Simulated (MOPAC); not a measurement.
MOPAC input (PM6):

```
PM6 1SCF UHF MS=0.5 GEO-OK AUX(PRECISION=9) THREADS=1
C2H7GeO

C     2.87826100 1    0.19759200 1   -0.45028500 1
C     1.47736700 1   -0.27671400 1   -0.54474000 1
O     0.60147400 1    0.30506200 1    0.32428400 1
Ge   -1.16138800 1   -0.03985500 1    0.15994800 1
H     2.93098900 1    1.28471700 1   -0.55629100 1
H     3.48740700 1   -0.25694000 1   -1.23289000 1
H     3.33498500 1   -0.05155400 1    0.51951000 1
H     1.25620600 1   -1.29437700 1   -0.86214300 1
H    -1.77989400 1    0.58667600 1    1.41271100 1
H    -1.66863300 1    0.60944400 1   -1.13817900 1
H    -1.34220600 1   -1.56838800 1    0.11481100 1
```

Output:

```
 *******************************************************************************
 **                                                                           **
 **                              MOPAC v23.2.5                                **
 **                                                                           **
 *******************************************************************************
 ** MOPAC's Digital Object Identifier: https://doi.org/10.5281/zenodo.6511958 **
 **                                                                           **
 ** Please cite the open-source release paper for use of this MOPAC version:  **
 ** J. E. Moussa and J. J. P. Stewart (2026)                                  **
 ** MOPAC: An open-source semiempirical molecular orbital program             **
 ** J. Open Source Softw., 11(119), 8025, https://doi.org/10.21105/joss.08025 **
 *******************************************************************************

                              PM6 CALCULATION RESULTS

 *******************************************************************************
 *  PM6        - The PM6 Hamiltonian to be used
 *  GEO-OK     - OVERRIDE INTERATOMIC DISTANCE AND OTHER SAFETY CHECKS
 *  UHF        - UNRESTRICTED HARTREE-FOCK CALCULATION
 *  MS=        - IN MECI, MAGNETIC COMPONENT OF SPIN =  0.5
 *  1SCF       - DO 1 SCF AND THEN STOP
 *  AUX        - OUTPUT AUXILIARY INFORMATION
 *******************************************************************************
PM6 1SCF UHF MS=0.5 GEO-OK AUX(PRECISION=9) THREADS=1
 C2H7GeO

   ATOM   CHEMICAL          X               Y               Z
  NUMBER   SYMBOL      (ANGSTROMS)     (ANGSTROMS)     (ANGSTROMS)

     1       C          2.87826100  *   0.19759200  *  -0.45028500  *
     2       C          1.47736700  *  -0.27671400  *  -0.54474000  *
     3       O          0.60147400  *   0.30506200  *   0.32428400  *
     4      Ge         -1.16138800  *  -0.03985500  *   0.15994800  *
     5       H          2.93098900  *   1.28471700  *  -0.55629100  *
     6       H          3.48740700  *  -0.25694000  *  -1.23289000  *
     7       H          3.33498500  *  -0.05155400  *   0.51951000  *
     8       H          1.25620600  *  -1.29437700  *  -0.86214300  *
     9       H         -1.77989400  *   0.58667600  *   1.41271100  *
    10       H         -1.66863300  *   0.60944400  *  -1.13817900  *
    11       H         -1.34220600  *  -1.56838800  *   0.11481100  *

          CARTESIAN COORDINATES

    NO.       ATOM           X           Y           Z

     1         C          2.8783      0.1976     -0.4503
     2         C          1.4774     -0.2767     -0.5447
     3         O          0.6015      0.3051      0.3243
     4        Ge         -1.1614     -0.0399      0.1599
     5         H          2.9310      1.2847     -0.5563
     6         H          3.4874     -0.2569     -1.2329
     7         H          3.3350     -0.0516      0.5195
     8         H          1.2562     -1.2944     -0.8621
     9         H         -1.7799      0.5867      1.4127
    10         H         -1.6686      0.6094     -1.1382
    11         H         -1.3422     -1.5684      0.1148

 General Reference for PM6:
 "Optimization of Parameters for Semiempirical Methods V: Modification of NDDO Approximations
 and Application to 70 Elements", J. J. P. Stewart, J. Mol. Mod., 13, 1173-1213 (2007)
 URL: https://link.springer.com/article/10.1007/s00894-007-0233-4

           Empirical Formula: C2 H7 O Ge  =    11 atoms

      MOLECULAR POINT GROUP   :   C1

          UHF CALCULATION, NO. OF ALPHA ELECTRONS =   13
                           NO. OF BETA  ELECTRONS =   12

 -------------------------------------------------------------------------------
 PM6 1SCF UHF MS=0.5 GEO-OK AUX(PRECISION=9) THREADS=1
 C2H7GeO

     1SCF WAS SPECIFIED, SO BFGS WAS NOT USED
     SCF FIELD WAS ACHIEVED

                              PM6 CALCULATION
                                                       MOPAC v23.2.5 Linux

          FINAL HEAT OF FORMATION =        -13.53155 KCAL/MOL =     -56.61602 KJ/MOL

          COSMO AREA              =        127.77 SQUARE ANGSTROMS
          COSMO VOLUME            =        114.49 CUBIC ANGSTROMS

          IONIZATION POTENTIAL    =          7.898591 EV
          ALPHA SOMO LUMO (EV)    =         -7.899  0.367
          BETA  SOMO LUMO (EV)    =        -10.460  0.511
          NO. OF ALPHA ELECTRONS  =         13
          NO. OF BETA  ELECTRONS  =         12
          MOLECULAR WEIGHT        =        119.6667         POINT GROUP:  C1

          MOLECULAR DIMENSIONS (Angstroms)

            Atom       Atom       Distance
            H     9    H     6     5.95444
            H     7    H    10     3.72927
            H    11    H     5     3.45069

          SCF CALCULATIONS        =          1

   ATOM   CHEMICAL          X               Y               Z
  NUMBER   SYMBOL      (ANGSTROMS)     (ANGSTROMS)     (ANGSTROMS)

     1       C          2.87826100  *   0.19759200  *  -0.45028500  *
     2       C          1.47736700  *  -0.27671400  *  -0.54474000  *
     3       O          0.60147400  *   0.30506200  *   0.32428400  *
     4      Ge         -1.16138800  *  -0.03985500  *   0.15994800  *
     5       H          2.93098900  *   1.28471700  *  -0.55629100  *
     6       H          3.48740700  *  -0.25694000  *  -1.23289000  *
     7       H          3.33498500  *  -0.05155400  *   0.51951000  *
     8       H          1.25620600  *  -1.29437700  *  -0.86214300  *
     9       H         -1.77989400  *   0.58667600  *   1.41271100  *
    10       H         -1.66863300  *   0.60944400  *  -1.13817900  *
    11       H         -1.34220600  *  -1.56838800  *   0.11481100  *

                             CARTESIAN COORDINATES

   1    C        2.878261000     0.197592000    -0.450285000
   2    C        1.477367000    -0.276714000    -0.544740000
   3    O        0.601474000     0.305062000     0.324284000
   4   Ge       -1.161388000    -0.039855000     0.159948000
   5    H        2.930989000     1.284717000    -0.556291000
   6    H        3.487407000    -0.256940000    -1.232890000
   7    H        3.334985000    -0.051554000     0.519510000
   8    H        1.256206000    -1.294377000    -0.862143000
   9    H       -1.779894000     0.586676000     1.412711000
  10    H       -1.668633000     0.609444000    -1.138179000
  11    H       -1.342206000    -1.568388000     0.114811000

           Empirical Formula: C2 H7 O Ge  =    11 atoms

      MOLECULAR POINT GROUP   :   C1

          ALPHA EIGENVALUES
 -28.97575 -26.00336 -20.75177 -19.54494 -16.21543 -14.82806 -14.50193 -13.17987
 -12.98138 -11.88486 -11.40590 -10.76141  -7.89859   0.36712   2.48068   2.55456
   2.86831   4.44267   4.88739   5.84491   5.98370   6.29112   7.02135

           BETA EIGENVALUES
 -28.50927 -25.80456 -20.47770 -19.39083 -16.01186 -14.37498 -14.09993 -12.96505
 -12.86759 -11.83556 -11.04259 -10.46001   0.51133   1.76319   2.50419   2.63168
   2.90457   4.88538   5.19941   5.93741   6.07789   6.44259   7.07433

              NET ATOMIC CHARGES AND DIPOLE CONTRIBUTIONS

  ATOM NO.   TYPE          CHARGE      No. of ELECS.   s-Pop       p-Pop
    1          C          -0.475569        4.4756     1.07802     3.39754
    2          C           0.022320        3.9777     1.13569     2.84199
    3          O          -0.541023        6.5410     1.77466     4.76637
    4         Ge           0.244611        3.7554     1.18860     2.56679
    5          H           0.169672        0.8303     0.83033
    6          H           0.155045        0.8450     0.84495
    7          H           0.165245        0.8348     0.83475
    8          H           0.108656        0.8913     0.89134
    9          H           0.067727        0.9323     0.93227
   10          H           0.046534        0.9535     0.95347
   11          H           0.036782        0.9632     0.96322
 DIPOLE           X         Y         Z       TOTAL
 POINT-CHG.    -2.245    -1.131    -0.868     2.659
 HYBRID         0.488     0.042     0.462     0.673
 SUM           -1.756    -1.090    -0.407     2.107

          ATOMIC ORBITAL ELECTRON POPULATIONS

     Atom    s        px        py        pz
    1  C   1.07802   1.05106   1.17770   1.16879
    2  C   1.13569   0.87156   0.99703   0.97339
    3  O   1.77466   1.37756   1.76962   1.61918
    4 Ge   1.18860   0.60319   0.97246   0.99115
    5  H   0.83033
    6  H   0.84495
    7  H   0.83475
    8  H   0.89134
    9  H   0.93227
   10  H   0.95347
   11  H   0.96322

                    (SZ)    =    0.500000
                    (S**2)  =    0.752462

          ATOMIC ORBITAL SPIN POPULATIONS

    Atom   Total    s     px     py     pz
         Atomic
    1  C -0.0365 -0.005 -0.019 -0.008 -0.005
    2  C  0.8903  0.051  0.086  0.233  0.521
    3  O  0.1341  0.006  0.010  0.032  0.087
    4 Ge -0.0142 -0.001 -0.011 -0.001 -0.001
    5  H  0.0107  0.011
    6  H  0.0020  0.002
    7  H  0.0277  0.028
    8  H -0.0178 -0.018
    9  H -0.0010 -0.001
   10  H  0.0043  0.004
   11  H  0.0005  0.001

 **********************
 *                    *
 * JOB ENDED NORMALLY *
 *                    *
 **********************

 == MOPAC DONE ==
```

The geometry given is a B3LYP-D3(BJ)/def2-TZVP minimum.
